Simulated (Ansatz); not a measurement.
Basis-set extrapolation for C$_{3}$H$_{11}$BSi, SMILES `B[Si](C)(C)C` (PBE0-D4/def2-TZVP geometry, frozen core, Ansatz 0.2.0). Multiplicity 1, RHF reference.

```csv
,def2-TZVPP,def2-QZVPP
HF,-433.685689,-433.701625
MP2 correlation,-0.762777,-0.811553
CCSD(T) correlation,-0.864144,not run
```

Energies in hartree. Use E(X) = E(∞) + A·exp(−7.88·√X) for Hartree–Fock and E(X) = E(∞) + B·X^(−2.97) for correlation, with X = 3 and 4, and add CCSD(T) minus MP2 of the smaller set to the MP2 limit.

Task: What is the CCSD(T) energy at the basis-set limit?

Result: HF limit: -433.701625 + (-0.015936) × 0.13774 = -433.70382. MP2 limit: -0.811553 + (-0.048776) × 0.74074 = -0.84768. Higher-order term: -0.864144 − (-0.762777) = -0.10137. Total: -434.65287 hartree, 270.5 kJ/mol below CCSD(T)/def2-TZVPP.
